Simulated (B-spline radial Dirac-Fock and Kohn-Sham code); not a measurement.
**Two-hole binding energies of Kr⁶⁺**

System: krypton as Kr⁶⁺, configuration [Ar] 3d10 4s2.

Input of the calculation (task.json; shells as n, l, electrons):

```json
{"items": [{
  "Z": 36,
  "q": 6,
  "cfg": [[1, 0, 2], [2, 0, 2], [2, 1, 6], [3, 0, 2], [3, 1, 6], [3, 2, 10], [4, 0, 2]],
  "A": 84,
  "rrms": 4.1884,
  "do": ["binding", "quiet", "double"]
}]}
```

Launch: `python xray_run.py task.json out`

The computed values come from a B-spline atomic structure program: Dirac-Fock (average of configuration) total-energy differences with a finite nucleus, the Breit interaction including its frequency dependence, and self-energy and vacuum-polarisation corrections. U is the two-hole binding energy less the two single-hole energies, the effective repulsion of the holes after relaxation. Each two-hole energy is an average over J within one jj subconfiguration.

```
          holes  E(a) (eV)  E(b) (eV)  E(ab) (eV)  U (eV)
   1s⁻¹ 2p1/2⁻¹    14428.3     1832.0     16411.0   150.7
   1s⁻¹ 3p1/2⁻¹    14428.3      321.2     14798.1    48.5
   1s⁻¹ 3p3/2⁻¹    14428.3      313.2     14788.9    47.4
   2s⁻¹ 2p1/2⁻¹     2030.4     1832.0      3947.7    85.3
   2s⁻¹ 2p3/2⁻¹     2030.4     1779.0      3893.7    84.3
2p1/2⁻¹ 2p3/2⁻¹     1832.0     1779.0      3712.9   101.9
   2p1/2⁻¹ 3s⁻¹     1832.0      392.6      2267.7    43.1
   2s⁻¹ 3d3/2⁻¹     2030.4      189.9      2263.2    42.9
   2s⁻¹ 3d5/2⁻¹     2030.4      188.7           ?       ?
   2p3/2⁻¹ 3s⁻¹     1779.0      392.6      2214.7    43.0
2p1/2⁻¹ 3p3/2⁻¹     1832.0      313.2      2188.7    43.5
2p1/2⁻¹ 3d5/2⁻¹     1832.0      188.7      2063.9    43.2
3p1/2⁻¹ 3p3/2⁻¹      321.2      313.2       669.6    35.2
3d3/2⁻¹ 3d5/2⁻¹      189.9      188.7       414.9    36.3
```

Q: Give the missing two-hole energy and U.

A: E(ab) = 2261.7 eV and U = 42.7 eV.

Run: 28 s of CPU time on 1 thread of Neoverse-V2 (shared host), peak memory 0.40 GiB.
